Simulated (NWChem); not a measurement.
[GaH]([F])[F] (GaHF$_{2}$), optimised at B3LYP/6-31G* with NWChem:

| Item | Value |
|---|---|
| highest occupied level (eV) | -9.84 |
| orbital gap (eV) | 8.31 |
| dipole (D) | 2.31 |
| highest harmonic frequency (cm⁻¹) | 2037 |
| zero-point energy (kcal/mol) | 6.7 |

Pople sets run with spherical d functions.

### Question
One Ga atom is replaced by B, giving B(F)F (BHF₂), optimised at the same level. How do these values move?

### Answer
| quantity | new value | change |
|---|---|---|
| highest occupied level (eV) | -10.25 | -0.41 |
| orbital gap (eV) | 10.28 | +1.97 |
| dipole (D) | 0.69 | -1.62 |
| highest harmonic frequency (cm⁻¹) | 2737 | +700 |
| zero-point energy (kcal/mol) | 11.4 | +4.7 |
